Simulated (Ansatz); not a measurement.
Cartesian coordinates (Å):
```xyz
9

C      1.8838     1.0720     1.2002
C      1.2045     0.3349     0.5357
N      0.3941    -0.4590    -0.1798
Si    -1.3478    -0.3886    -0.0933
H      2.4942     1.7166     1.7805
H      0.8501    -1.1238    -0.7866
H     -1.8224    -1.4184    -1.0426
H     -1.8373     0.9509    -0.4850
H     -1.8190    -0.6847     1.2771
```
Charge 0, multiplicity 1.

These are frozen-core CCSD(T)/cc-pVTZ // B3LYP-D3(BJ)/def2-TZVP (Ansatz, a program for electronic structure) values and carry that method's errors.

- HF energy: -422.03480 Ha
- MP2 correlation energy: -0.63567 Ha

Q: Estimate the CCSD correlation energy, the (T) correction, the total energy and the T1 diagnostic.

A: 
```
Quantity                        Result
-----------------------  -------------
CCSD correlation energy    -0.66749 Ha
(T) correction             -0.02998 Ha
CCSD(T) total energy     -422.73227 Ha
T1 diagnostic                    0.012
```
